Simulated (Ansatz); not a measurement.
Cartesian coordinates (Å):
SMILES: CC(=O)[SiH2]O
```xyz
11

C      1.6898    -0.2884     0.2179
C      0.3456     0.3510     0.3737
O      0.1671     1.3112     1.0968
Si    -1.2368    -0.2694    -0.5452
O     -2.4038     0.7564    -0.0322
H      1.6284    -1.3435     0.5037
H      2.4379     0.2212     0.8259
H      1.9847    -0.2680    -0.8362
H     -1.0400    -0.1979    -2.0170
H     -1.5306    -1.6783    -0.1725
H     -2.0423     1.4058     0.5851
```
Charge 0, spin multiplicity 1.

Level of theory: frozen-core CCSD(T)/def2-TZVPP // PBE0-D4/def2-TZVP in Ansatz (an electronic-structure program).

```yaml
HF energy: -518.03594 Ha
MP2 correlation energy: -0.92159 Ha
```

Question: Estimate the CCSD correlation energy, the (T) correction, the total energy and the T1 diagnostic.

Answer: 
```
Item                             Value
-----------------------  -------------
CCSD correlation energy    -0.95566 Ha
(T) correction             -0.03826 Ha
CCSD(T) total energy     -519.02986 Ha
T1 diagnostic                    0.014
```
